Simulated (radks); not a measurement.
Effect of the nuclear size on the molybdenum ion Mo+, [Kr] 4d5. All-electron calculation, Dirac Kohn-Sham, BLYP, spin-unpolarised, spherical densities, finite nucleus; open shells fill j = l - 1/2 first; Fermi nuclear charge, rms radius 4.4091 fm. Program: a radial shooting solver on a logarithmic mesh with Libxc functionals. The rms radius is varied about that value; shifts are against it.

| rms radius (fm) | total energy shift (eV) | density at nucleus (e/bohr^3) | 1s1/2 shift (meV) | 2s1/2 shift (meV) | 4s1/2 shift (meV) | 5s1/2 (empty) shift (meV) |
|---|---|---|---|---|---|---|
| 3.9153 | -0.314 | 9.206e+04 | -133 | -14.2 | -0.424 | -0.046 |
| 4.0299 | -0.244 | 9.177e+04 | -103 | -11.1 | -0.330 | -0.036 |
| 4.4091 | 0 | 9.088e+04 | 0.000 | 0.000 | 0.000 | 0.000 |
| 4.7442 | 0.232 | 9.016e+04 | 98.1 | 10.5 | 0.313 | 0.034 |
| 5.2821 | 0.637 | 8.912e+04 | 269 | 28.8 | 0.858 | 0.093 |

Slopes of the eigenvalues against <r^2> in GHz/fm^2, as finite differences over the two radii next to the reference (eigenvalue slopes, not the field-shift constants of lines): 1s1/2 7770, 2s1/2 833, 4s1/2 24.8, 5s1/2 (empty) 2.69.
